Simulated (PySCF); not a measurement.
CH5N2S, SMILES [NH3+]C(N)=S, charge +1. Atoms are numbered in the order given.

```xyz
9

N      1.2458    -0.9763     0.0000
C      0.1443    -0.2175     0.0000
N     -1.1182    -1.0976     0.0000
S     -0.0543     1.3856     0.0000
H      1.2559    -1.9921     0.0000
H      2.1472    -0.5039     0.0000
H     -1.9247    -0.4532     0.0000
H     -1.1847    -1.6988     0.8386
H     -1.1847    -1.6988    -0.8386
```
Charge +1, spin multiplicity 1.

Coordinates come from a B3LYP-D3(BJ)/def2-SVP optimisation. The isomer is the one that the SMILES or the coordinates give; other isomers of the formula were not compared. Other conformers were not sampled.

Computed with TDDFT-PBE/def2-SVPD (PySCF).

Vertical excitations. Gas-phase values at a fixed geometry. State labels are in the subgroup Cs.

Computed lowest excited states:
```json
[
 {"state": "S1", "symmetry": "A\"", "energy (eV)": "3.45", "λ (nm)": "359", "f": "0.000", "main pairs": "HOMO→LUMO 100 %"},
 {"state": "S2", "symmetry": "A'", "energy (eV)": "4.79", "λ (nm)": "259", "f": "0.043", "main pairs": "HOMO→LUMO+1 95 %"},
 {"state": "S3", "symmetry": "A'", "energy (eV)": "5.28", "λ (nm)": "235", "f": "0.107", "main pairs": "HOMO−1→LUMO 74 %, HOMO→LUMO+2 18 %"},
 {"state": "S4", "symmetry": "A\"", "energy (eV)": "5.36", "λ (nm)": "231", "f": "0.000", "main pairs": "HOMO−1→LUMO+1 100 %"},
 {"state": "S5", "symmetry": "A'", "energy (eV)": "6.26", "λ (nm)": "198", "f": "0.178", "main pairs": "HOMO→LUMO+2 74 %"},
 {"state": "S6", "symmetry": "A\"", "energy (eV)": "6.49", "λ (nm)": "191", "f": "0.000", "main pairs": "HOMO−1→LUMO+2 99 %"},
 {"state": "S7", "symmetry": "A\"", "energy (eV)": "6.66", "λ (nm)": "186", "f": "0.004", "main pairs": "HOMO→LUMO+4 99 %"},
 {"state": "S8", "symmetry": "A'", "energy (eV)": "6.67", "λ (nm)": "186", "f": "0.099", "main pairs": "HOMO→LUMO+3 84 %"},
 {"state": "S9", "symmetry": "A'", "energy (eV)": "6.89", "λ (nm)": "180", "f": "0.014", "main pairs": "HOMO→LUMO+5 96 %"},
 {"state": "S10", "symmetry": "A\"", "energy (eV)": "7.06", "λ (nm)": "176", "f": "0.006", "main pairs": "HOMO−1→LUMO+3 99 %"},
 {"state": "T1", "symmetry": "A\"", "energy (eV)": "3.05", "λ (nm)": "407", "f": "0", "main pairs": "HOMO→LUMO 100 %"},
 {"state": "T2", "symmetry": "A'", "energy (eV)": "3.25", "λ (nm)": "382", "f": "0", "main pairs": "HOMO−1→LUMO 99 %"},
 {"state": "T3", "symmetry": "A'", "energy (eV)": "4.66", "λ (nm)": "266", "f": "0", "main pairs": "HOMO→LUMO+1 100 %"},
 {"state": "T4", "symmetry": "A\"", "energy (eV)": "5.29", "λ (nm)": "234", "f": "0", "main pairs": "HOMO−1→LUMO+1 100 %"}
]
```
Triplets are in the Tamm–Dancoff approximation, which puts them higher than full response would, so one can lie above its singlet here.
